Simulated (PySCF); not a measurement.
Species: C5H12GaN.
Bonds: C1–C2 (triple), C2–C3, C3–N4, N4–C5, N4–C6, N4–Ga7. Hydrogens: H8 on C1; H9, H10 on C3; H11, H12, H13 on C5; H14, H15, H16 on C6; H17, H18, H19 on Ga7.
Bond orders are those of one Lewis drawing.

Method: B3LYP/def2-SV(P) geometry optimisation, gas phase in PySCF; density fitting, grid level 1; the optimiser is geomeTRIC in internal coordinates, started from a GFN2-xTB structure.

Step 1: E = -59235.3749 eV
```
atom  x, y, z in Å  |  force x, y, z in eV/Å
C1      5.7685   -1.3509   -0.6246    0.214  -0.065  -0.007
C2      4.6307   -0.9406   -0.5885   -0.083  -0.004   0.004
C3      3.2374   -0.4825   -0.5435   -0.178  -0.079   0.003
N4      2.2273   -1.5719   -0.4904   -0.516   0.242   0.011
C5      2.3425   -2.3782    0.7380    0.050   0.073  -0.119
C6      2.2563   -2.4194   -1.6959    0.058   0.078   0.110
Ga7     0.1301   -0.5203   -0.4398    0.258  -0.048  -0.002
H8      6.7831   -1.7112   -0.6578   -0.072   0.047   0.003
H9      3.0059    0.1336   -1.4284    0.045   0.029  -0.030
H10     3.0717    0.1595    0.3378    0.041   0.028   0.026
H11     1.5150   -3.1021    0.7654   -0.021  -0.054   0.021
H12     2.2587   -1.7176    1.6137    0.010   0.010   0.063
H13     3.3090   -2.9168    0.7745    0.001  -0.026   0.033
H14     3.2192   -2.9583   -1.7842    0.001  -0.027  -0.033
H15     1.4315   -3.1447   -1.6382   -0.022  -0.054  -0.020
H16     2.1062   -1.7892   -2.5851    0.009   0.007  -0.063
H17     0.2861    0.2898   -1.9032   -0.123  -0.468   0.865
H18     0.3962    0.3483    0.9735   -0.199  -0.503  -0.834
H19    -0.8072   -1.9059   -0.3794    0.528   0.812  -0.030
```

Step 2: E = -59235.5249 eV
```
atom  x, y, z in Å  |  force x, y, z in eV/Å
C1      5.7649   -1.3474   -0.6234   -0.005   0.022   0.000
C2      4.6230   -0.9445   -0.5883    0.023  -0.049   0.001
C3      3.2286   -0.4842   -0.5443   -0.026  -0.002   0.002
N4      2.2160   -1.5690   -0.4907   -0.409   0.197   0.003
C5      2.3345   -2.3748    0.7377    0.027  -0.005  -0.014
C6      2.2480   -2.4162   -1.6965    0.030  -0.004   0.011
Ga7     0.1594   -0.5297   -0.4392    0.285  -0.097  -0.005
H8      6.7817   -1.6954   -0.6556    0.005   0.008   0.001
H9      3.0072    0.1356   -1.4304    0.007  -0.005  -0.002
H10     3.0718    0.1616    0.3370    0.007  -0.003   0.002
H11     1.5077   -3.1017    0.7707    0.002  -0.002  -0.001
H12     2.2545   -1.7163    1.6174    0.001  -0.001  -0.002
H13     3.2997   -2.9164    0.7761   -0.001   0.000  -0.001
H14     3.2096   -2.9580   -1.7865    0.000   0.001   0.002
H15     1.4237   -3.1448   -1.6444    0.002  -0.001   0.000
H16     2.1017   -1.7885   -2.5900    0.003   0.001   0.002
H17     0.2929    0.2537   -1.8430   -0.035  -0.132   0.239
H18     0.3958    0.3116    0.9168   -0.059  -0.143  -0.230
H19    -0.7528   -1.8538   -0.3796    0.141   0.214  -0.006
```

Q: Estimate the geometry and energy of step 3. (The exact step hangs on the optimiser's Hessian estimate; all steps are aligned on step 2, rigid shifts and turns removed.)

A: E = -59235.5460 eV, largest force 0.298 eV/Å
```
atom  x, y, z in Å  |  force x, y, z in eV/Å
C1      5.7595   -1.3437   -0.6221   -0.002   0.024   0.000
C2      4.6149   -0.9485   -0.5878   -0.015  -0.032   0.001
C3      3.2203   -0.4850   -0.5448    0.060   0.028  -0.002
N4      2.2031   -1.5646   -0.4909   -0.267   0.133   0.004
C5      2.3255   -2.3717    0.7358    0.029  -0.041   0.036
C6      2.2391   -2.4130   -1.6953    0.029  -0.040  -0.037
Ga7     0.1907   -0.5402   -0.4388    0.250  -0.124  -0.007
H8      6.7796   -1.6817   -0.6536    0.003  -0.001   0.000
H9      3.0031    0.1346   -1.4321    0.000  -0.003   0.002
H10     3.0673    0.1623    0.3360   -0.001  -0.003  -0.002
H11     1.4992   -3.0990    0.7709    0.002   0.005  -0.002
H12     2.2489   -1.7142    1.6166   -0.002  -0.003  -0.004
H13     3.2908   -2.9132    0.7701   -0.004   0.007  -0.006
H14     3.2011   -2.9547   -1.7810   -0.003   0.007   0.006
H15     1.4149   -3.1420   -1.6456    0.002   0.006   0.000
H16     2.0965   -1.7861   -2.5900   -0.001  -0.002   0.004
H17     0.3129    0.2307   -1.8162   -0.003   0.064  -0.108
H18     0.4123    0.2888    0.8914    0.003   0.068   0.106
H19    -0.7118   -1.8370   -0.3786   -0.080  -0.096   0.006
```

The energy changes by -0.0210 eV. The first-order estimate −F·Δx gives -0.0422 eV and the mean of the old and new forces, exact on a quadratic surface, -0.0205 eV. The step makes an angle of 47° with the force vector and moves no atom by more than 0.044 Å.

What follows is the cost of the whole optimisation. The run took 56 s on an Intel Xeon Platinum 8375C at 2.90 GHz with one thread, no GPU (shared host), and the process peaked at 0.69 GiB of memory.
